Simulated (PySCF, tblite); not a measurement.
Compound: C8H15P.
Cartesian coordinates in Å at the GFN2-xTB level; atoms count from 1:
```xyz
24
C8H15P angstrom
C      2.605    0.421   -0.040
C      2.020   -0.414   -1.177
C      0.526   -0.163   -1.354
P     -0.391   -0.766    0.148
C     -1.941    0.196   -0.072
C     -3.112   -0.492   -0.715
C     -3.137   -0.199    0.748
C      0.480    0.376    1.330
C      1.978    0.086    1.312
H      3.683    0.248    0.014
H      2.449    1.481   -0.255
H      2.545   -0.172   -2.106
H      2.185   -1.474   -0.968
H      0.332    0.904   -1.505
H      0.153   -0.705   -2.228
H     -1.810    1.254   -0.282
H     -2.988   -1.521   -1.021
H     -3.748    0.083   -1.371
H     -3.030   -1.030    1.430
H     -3.790    0.581    1.110
H      0.288    1.416    1.051
H      0.075    0.210    2.332
H      2.473    0.671    2.092
H      2.143   -0.972    1.534
```

Level of theory: PBE0/pcSseg-1 in PySCF (dipole) on a GFN2-xTB geometry, gas phase.

Take the most abundant isotopes and a rigid rotor. The values belong to one conformer with, in the numbering `[CH2:1]1[CH2:2][CH2:3][P:4]([CH:5]2[CH2:6][CH2:7]2)[CH2:8][CH2:9]1`, C3–P4–C5–C6 98°, C9–C1–C2–C3 62°, C1–C2–C3–P4 -66°, C2–C3–P4–C5 160°, P4–C5–C6–C7 108°.

Question: What are A, B and C (GHz)?

Answer: Ia = 162.20, Ib = 592.38, Ic = 690.68 u·Å²; 505379 MHz·u·Å²/I gives 3116, 853.1 and 731.7 MHz, that is A = 3.1158, B = 0.8531, C = 0.7317 GHz.

Question: What kind of rotor is it?

Answer: An asymmetric top: κ = (2 × 853.1 − 3116 − 731.7)/(3116 − 731.7) = -0.90.

Question: What does the inertial defect say?

Answer: Not planar: Δ = Ic − Ia − Ib = -63.90 u·Å². For a rigid frame Δ = −2 Σ m c², so Σ m c² = 31.95 u·Å² lies off the ab plane: 14.44 from hydrogen and 17.51 from heavier atoms. The atom farthest from that plane is 1.58 Å away.

Question: Where do the levels up to J = 3 lie, in MHz?

Answer: Above 0(0,0):
J = 1: 1(0,1) 1585, 1(1,1) 3847, 1(1,0) 3969
J = 2: 2(0,2) 4750, 2(1,2) 6896, 2(1,1) 7260, 2(2,1) 14048, 2(2,0) 14053
J = 3: 3(0,3) 9485, 3(1,3) 11465, 3(1,2) 12194, 3(2,2) 18802, 3(2,1) 18826, 3(3,1) 30422, 3(3,0) 30422
Those of J = 1 are B + C, A + C and A + B.

Question: Which types of transition are allowed, and where do some lines up to J = 5 fall?

Answer: The dipole components are |μa| = 0.25 D, |μb| = 0.00 D, |μc| = 1.21 D; the mirror of this Cs structure is the ac plane, so μb vanishes by symmetry and there are no b-type lines. Intensities carry the squares of the components, which stand as 0.04 : 1.00 (a : c). Some lines, for components of 0.1 D or more:

| type | branch | J(Ka,Kc) | MHz | lower level (cm⁻¹) |
| --- | --- | --- | --- | --- |
| c | Q | 5(1,5) ← 5(0,5) | 1545 | 0.788 |
| a | Q | 5(1,4) ← 5(1,5) | 1818 | 0.839 |
| c | Q | 2(1,2) ← 2(0,2) | 2146 | 0.158 |
| a | R | 2(0,2) ← 1(0,1) | 3165 | 0.053 |
| a | R | 2(1,1) ← 1(1,0) | 3291 | 0.132 |
| c | R | 1(1,0) ← 0(0,0) | 3969 | 0.000 |
| a | R | 3(1,3) ← 2(1,2) | 4570 | 0.230 |
| a | R | 3(2,1) ← 2(2,0) | 4774 | 0.469 |
| a | R | 3(1,2) ← 2(1,1) | 4934 | 0.242 |
| c | Q | 5(2,4) ← 5(1,4) | 6080 | 0.900 |
| a | R | 4(0,4) ← 3(0,3) | 6292 | 0.316 |
| c | Q | 3(2,2) ← 3(1,2) | 6609 | 0.407 |
| a | R | 5(0,5) ← 4(0,4) | 7831 | 0.526 |
| a | R | 5(4,2) ← 4(4,1) | 7935 | 1.769 |
| a | R | 5(3,2) ← 4(3,1) | 7942 | 1.227 |
| c | R | 4(1,3) ← 3(0,3) | 9281 | 0.316 |
| c | R | 2(2,1) ← 1(1,1) | 10200 | 0.128 |
| c | R | 5(1,4) ← 4(0,4) | 11194 | 0.526 |
| c | R | 3(2,1) ← 2(1,1) | 11566 | 0.242 |
| c | Q | 3(3,1) ← 3(2,1) | 11596 | 0.628 |
| c | R | 3(2,2) ← 2(1,2) | 11907 | 0.230 |
| c | R | 4(2,2) ← 3(1,2) | 13015 | 0.407 |
| c | R | 4(3,1) ← 3(2,1) | 17945 | 0.628 |
| c | R | 5(4,2) ← 4(3,2) | 24190 | 1.227 |
| c | R | 5(5,1) ← 4(4,1) | 28835 | 1.769 |

Question: Estimate the classical rotational partition function at 10 K, 100 K and 298.15 K.

Answer: Point group Cs, symmetry number σ = 1; q = (√π/σ)·√((kT/h)³/(ABC)), k/h = 20836.6 MHz/K: 3820 at 10 K, 121000 at 100 K, 622000 at 298.15 K.

Its GFN2-xTB frequencies are all real (lowest 40 cm⁻¹). These are rigid-rotor constants of the computed structure; measured ground-state constants (B0) also hold zero-point vibration.
